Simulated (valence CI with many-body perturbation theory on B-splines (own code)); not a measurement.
**E1 line list for Gd33+**

Method: configuration interaction combined with many-body perturbation theory (CI+MBPT): three valence electrons over a frozen Dirac-Fock core [Ar] 3d10, radial functions for each j: 11 s, 11 p, 9 d, 7 f, 5 g, 2 h, 1 i, with the one-electron correlation potential Σ1, the two-electron term Σ2, the three-electron term Σ3, Breit, model QED; selected CI, second order for the rest (own B-spline code, finite nucleus).

The last digits are not significant, and no measured levels were compared; by estimate large intervals hold to a few tenths of a per cent, small ones and those within an open d or f shell to about a per cent.

Lines 101 to 150 of 273 in falling wavelength, among levels below 3180.2 × 10³ cm⁻¹, chosen from the strongest by gf and those to the six lowest levels. Wavelengths and rates use the calculated energies. Electric multipoles are in the length gauge, E1 and E2 with the static RPA response of the core. Weak lines are less certain than strong ones. Lines between different terms over intervals too small for the method are left out, as are lines whose strength nearly cancels. The highest levels of a list are the least certain.

Levels are named by their leading jj configuration (3d3/2^4 stands for four electrons in 3d with j = 3/2), which in mixed levels can hold well under half, so a name can repeat and another be missing. Letters in brackets count levels of one name in rising energy.

```tsv
λ vac (Å)	Upper	Lower	A (s⁻¹)	S (a.u.) with core polarisation	S without
99.15	(4p1/2 4p3/2 4d3/2) J=1/2 [b]	(4s 4p1/2 4d3/2) J=1/2	8.04e+10	7.74e-02	8.28e-02
99.03	(4p1/2 4p3/2 4d5/2) J=3/2 [a]	(4s 4p1/2 4d3/2) J=3/2 [b]	6.86e+10	1.31e-01	1.41e-01
98.50	(4p1/2 4p3/2 4d3/2) J=3/2 [a]	(4s 4p1/2 4d3/2) J=3/2 [a]	8.25e+10	1.56e-01	1.67e-01
98.44	(4p1/2 4p3/2 4d3/2) J=5/2 [b]	(4p1/2 4p3/2^2) J=5/2	1.48e+10	4.19e-02	4.48e-02
98.26	(4s 4p3/2 4d5/2) J=3/2 [a]	(4s^2 4d5/2) J=5/2	2.27e+11	4.25e-01	4.55e-01
98.16	(4p1/2 4p3/2 4d5/2) J=5/2 [b]	(4s 4p1/2 4d5/2) J=5/2 [a]	7.45e+10	2.09e-01	2.23e-01
98.08	(4p1/2 4p3/2 4d3/2) J=1/2 [a]	(4s 4p1/2 4d3/2) J=3/2 [a]	1.71e+11	1.59e-01	1.70e-01
98.04	(4s 4p1/2 4p3/2) J=1/2	(4s^2 4p1/2) J=1/2	2.68e+11	2.49e-01	2.67e-01
98.01	(4s 4p3/2 4d5/2) J=5/2 [b]	(4s^2 4d5/2) J=5/2	1.36e+11	3.78e-01	4.05e-01
97.99	(4s 4p3/2^2) J=1/2	(4s^2 4p3/2) J=3/2	1.88e+11	1.74e-01	1.87e-01
97.51	(4p3/2^3) J=3/2	(4s 4p3/2^2) J=5/2	1.31e+11	2.39e-01	2.56e-01
97.22	(4p1/2 4p3/2^2) J=3/2	(4s 4p1/2 4p3/2) J=3/2 [a]	1.10e+11	2.00e-01	2.14e-01
96.46	(4p1/2 4p3/2 4d3/2) J=5/2 [b]	(4p1/2 4p3/2^2) J=3/2	1.54e+10	4.09e-02	4.37e-02
96.36	(4s 4p1/2 4d3/2) J=3/2 [b]	(4s 4p1/2 4p3/2) J=5/2	8.14e+09	1.44e-02	1.53e-02
96.11	(4p1/2 4p3/2 4d3/2) J=3/2 [b]	(4p1/2 4p3/2^2) J=3/2	5.11e+10	8.96e-02	9.56e-02
95.80	(4p1/2^2 4d5/2) J=5/2	(4p1/2^2 4p3/2) J=3/2	8.99e+10	2.34e-01	2.49e-01
95.62	(4p1/2 4p3/2 4d5/2) J=5/2 [a]	(4p1/2 4p3/2^2) J=5/2	1.09e+11	2.82e-01	3.01e-01
95.34	(4s 4p3/2 4d3/2) J=1/2 [b]	(4s^2 4d3/2) J=3/2	2.40e+11	2.05e-01	2.20e-01
95.29	(4p1/2 4p3/2^2) J=5/2	(4s 4p1/2 4p3/2) J=3/2 [a]	3.34e+10	8.55e-02	9.10e-02
95.27	(4p1/2 4p3/2 4d5/2) J=3/2 [a]	(4p1/2 4p3/2^2) J=5/2	5.96e+10	1.02e-01	1.09e-01
95.08	(4s 4p3/2 4d5/2) J=3/2 [a]	(4s 4p3/2^2) J=3/2	3.11e+10	5.27e-02	5.62e-02
94.97	(4s 4p1/2 4d5/2) J=5/2 [a]	(4s 4p1/2 4p3/2) J=5/2	8.04e+10	2.04e-01	2.18e-01
94.84	(4s 4p3/2 4d5/2) J=5/2 [b]	(4s 4p3/2^2) J=3/2	6.64e+10	1.68e-01	1.79e-01
94.44	(4p1/2 4p3/2 4d5/2) J=3/2 [b]	(4p1/2 4p3/2^2) J=1/2	1.28e+11	2.14e-01	2.27e-01
94.34	(4p1/2 4p3/2 4d5/2) J=7/2 [b]	(4p1/2 4p3/2^2) J=5/2	5.68e+10	1.88e-01	2.00e-01
94.33	(4s 4p1/2 4d5/2) J=7/2	(4s 4p1/2 4p3/2) J=5/2	1.06e+11	3.51e-01	3.73e-01
93.97	(4s 4p1/2 4d5/2) J=5/2 [b]	(4s 4p1/2 4p3/2) J=3/2 [b]	2.25e+11	5.54e-01	5.91e-01
93.79	(4p1/2 4p3/2 4d5/2) J=1/2	(4p1/2 4p3/2^2) J=1/2	2.63e+11	2.14e-01	2.28e-01
93.72	(4s 4p3/2^2) J=3/2	(4s^2 4p3/2) J=3/2	3.52e+11	5.73e-01	6.13e-01
93.57	(4s 4p3/2 4d5/2) J=3/2 [b]	(4s 4p3/2^2) J=3/2	4.52e+11	7.31e-01	7.81e-01
93.47	(4s 4p1/2 4f7/2) J=7/2 [a]	(4s 4p1/2 4d5/2) J=5/2 [a]	3.48e+10	1.12e-01	1.19e-01
93.43	(4s 4p1/2 4d5/2) J=3/2	(4s 4p1/2 4p3/2) J=1/2	2.69e+11	4.34e-01	4.63e-01
93.42	(4p1/2 4p3/2 4d5/2) J=3/2 [a]	(4p1/2 4p3/2^2) J=3/2	9.85e+10	1.58e-01	1.69e-01
93.13	(4p1/2 4p3/2 4d5/2) J=5/2 [b]	(4p1/2 4p3/2^2) J=5/2	2.83e+10	6.77e-02	7.20e-02
93.09	(4s 4p3/2 4d5/2) J=1/2	(4s 4p3/2^2) J=1/2	2.67e+11	2.13e-01	2.27e-01
92.69	(4s 4p3/2 4d5/2) J=5/2 [a]	(4s 4p3/2^2) J=5/2	2.27e+11	5.35e-01	5.71e-01
92.29	(4s 4p1/2 4f7/2) J=5/2	(4s 4p1/2 4d5/2) J=3/2	3.34e+11	7.78e-01	8.28e-01
92.20	(4s 4p1/2 4f7/2) J=7/2 [c]	(4s 4p1/2 4d5/2) J=5/2 [b]	2.29e+11	7.08e-01	7.52e-01
92.07	(4s 4p1/2 4d3/2) J=1/2	(4s 4p1/2 4p3/2) J=3/2 [a]	6.26e+09	4.82e-03	5.15e-03
91.80	(4s 4p1/2 4d3/2) J=3/2 [b]	(4s 4p1/2 4p3/2) J=3/2 [a]	5.18e+10	7.91e-02	8.44e-02
91.59	(4s 4p1/2 4f7/2) J=9/2	(4s 4p1/2 4d5/2) J=7/2	1.41e+11	5.33e-01	5.64e-01
91.35	(4p1/2 4p3/2 4d5/2) J=5/2 [b]	(4p1/2 4p3/2^2) J=3/2	1.42e+11	3.20e-01	3.41e-01
91.34	(4s 4p1/2 4d5/2) J=3/2	(4s 4p1/2 4p3/2) J=3/2 [b]	1.03e+11	1.55e-01	1.66e-01
91.14	(4s 4p1/2 4f7/2) J=7/2 [b]	(4s 4p1/2 4d5/2) J=7/2	5.77e+10	1.73e-01	1.84e-01
91.06	(4s 4p3/2 4d5/2) J=3/2 [a]	(4s 4p3/2^2) J=1/2	2.00e+11	2.98e-01	3.18e-01
90.96	(4s 4p1/2 4f5/2) J=5/2 [b]	(4s 4p1/2 4d5/2) J=5/2 [a]	2.30e+10	5.12e-02	5.42e-02
90.82	(4s^2 4d5/2) J=5/2	(4s^2 4p3/2) J=3/2	3.26e+11	7.24e-01	7.72e-01
90.55	(4s 4p1/2 4f7/2) J=7/2 [b]	(4s 4p1/2 4d5/2) J=5/2 [a]	1.95e+11	5.71e-01	6.06e-01
90.54	(4s 4p1/2 4d5/2) J=5/2 [a]	(4s 4p1/2 4p3/2) J=3/2 [a]	1.73e+11	3.81e-01	4.06e-01
90.47	(4s^2 4f5/2) J=5/2	(4s^2 4d5/2) J=5/2	8.96e+10	1.97e-01	2.10e-01
```
